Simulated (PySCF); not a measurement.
CH6N2Si2. Atoms are numbered in the order given.

```xyz
11

N      2.2537     0.5019     0.7306
Si     0.9056    -0.2394    -0.0664
C     -0.6140    -1.1301     0.7678
N     -1.7012    -0.6852     0.2147
Si    -1.1292     0.7474    -0.7631
H      2.1463     1.2032     1.4643
H      3.1866     0.0872     0.7206
H      1.5211    -1.1891    -1.0657
H     -0.6745    -1.9509     1.5253
H     -1.5737     2.0150    -0.0801
H     -1.6587     0.7856    -2.1751
```
Charge 0, spin multiplicity 1.

Geometry optimised at PBE-D3(BJ)/def2-SVP. The structure was generated by enumeration; whether it is a known compound was not checked. The values are those of a single conformer.

Level of theory: PBE-D3(BJ)/def2-SVP (PySCF).

Frequencies are harmonic and unscaled.

Computed vibrational spectrum:
```
mode  ν (cm⁻¹)  IR (km/mol)  moving atoms (share of kinetic energy)
----  --------  -----------  --------------------------------------
1           98         27.3                 N 36 %, H 35 %, Si 24 %
2          126         26.6                 N 57 %, Si 20 %, H 18 %
3          207         85.3                  H 77 %, Si 13 %, N 9 %
4          279          2.4          H 55 %, C 22 %, N 14 %, Si 9 %
5          326         38.6                  H 78 %, Si 10 %, N 9 %
6          377         15.4                 Si 43 %, H 29 %, N 21 %
7          420          8.1          Si 58 %, N 21 %, H 11 %, C 9 %
8          485         10.6                  H 58 %, Si 27 %, C 9 %
9          594          4.8                         H 76 %, Si 10 %
10         628         13.1                          H 78 %, N 15 %
11         663         29.9         H 34 %, N 29 %, Si 19 %, C 18 %
12         684          9.7                   H 73 %, C 14 %, N 9 %
13         702         62.8         H 42 %, N 27 %, C 20 %, Si 12 %
14         756        104.1                         H 69 %, Si 21 %
15         846         30.9                 N 40 %, H 38 %, Si 22 %
16         864         65.6                          H 72 %, C 17 %
17         890        174.1                 H 63 %, Si 18 %, N 12 %
18         921         79.4                         H 87 %, Si 10 %
19        1235         11.2                          H 80 %, C 13 %
20        1479         37.5                          H 89 %, N 11 %
21        1541         31.7                          C 52 %, N 46 %
22        2128        100.3                                  H 97 %
23        2138        114.4                                  H 97 %
24        2151        125.2                                  H 96 %
25        2926         80.1                           H 92 %, C 8 %
26        3510         37.4                                  H 96 %
27        3614         35.3                           H 91 %, N 9 %
```
